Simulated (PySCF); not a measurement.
CH₆N₂O₂W, SMILES C[N]=[W]([OH])([OH])=[NH], multiplicity 1.

Geometry: PBE0-D3(BJ)/def2-SVP. The multiplicity is an assumed one; other spin states were not compared. The def2 effective core potentials stand for the cores of W; spin–orbit coupling is left out. One conformer was computed; it need not be the lowest.

Calculation: PBE0-D3(BJ)/def2-SVP run with PySCF.

Frequencies are harmonic and unscaled.

| mode | ν (cm⁻¹) | IR (km/mol) | moving atoms (share of kinetic energy) |
|---|---|---|---|
| 1 | 84 | 0.1 | H 98 % |
| 2 | 117 | 8.5 | O 27 %, C 27 %, H 22 %, N 20 % |
| 3 | 121 | 5.3 | C 26 %, O 26 %, H 24 %, N 18 % |
| 4 | 187 | 11.0 | O 63 %, H 28 % |
| 5 | 222 | 55.5 | O 42 %, H 32 %, N 23 % |
| 6 | 225 | 11.3 | O 49 %, N 24 %, H 15 %, W 10 % |
| 7 | 261 | 14.7 | N 43 %, H 33 %, O 18 % |
| 8 | 287 | 128.9 | H 86 % |
| 9 | 332 | 43.2 | N 58 %, H 31 % |
| 10 | 355 | 25.2 | H 49 %, N 45 % |
| 11 | 568 | 166.2 | H 75 %, N 22 % |
| 12 | 606 | 204.8 | H 60 %, C 13 %, N 12 %, O 12 % |
| 13 | 629 | 195.5 | H 68 %, O 27 % |
| 14 | 654 | 107.6 | O 44 %, H 34 %, C 10 % |
| 15 | 667 | 30.7 | H 34 %, C 27 %, N 20 %, O 12 % |
| 16 | 709 | 51.9 | O 65 %, H 25 % |
| 17 | 729 | 70.7 | H 44 %, O 39 %, W 12 % |
| 18 | 1009 | 136.9 | N 83 %, H 9 %, W 8 % |
| 19 | 1105 | 0.8 | H 73 %, C 20 % |
| 20 | 1109 | 0.6 | H 72 %, C 20 %, N 9 % |
| 21 | 1407 | 143.3 | H 37 %, C 33 %, N 30 % |
| 22 | 1434 | 33.8 | H 53 %, N 46 % |
| 23 | 1449 | 9.7 | H 96 % |
| 24 | 1454 | 16.9 | H 94 % |
| 25 | 3011 | 71.8 | H 97 % |
| 26 | 3099 | 16.0 | H 90 %, C 10 % |
| 27 | 3106 | 12.7 | H 90 %, C 10 % |
| 28 | 3669 | 130.6 | H 92 % |
| 29 | 3923 | 251.9 | H 94 % |
| 30 | 3930 | 130.9 | H 94 % |
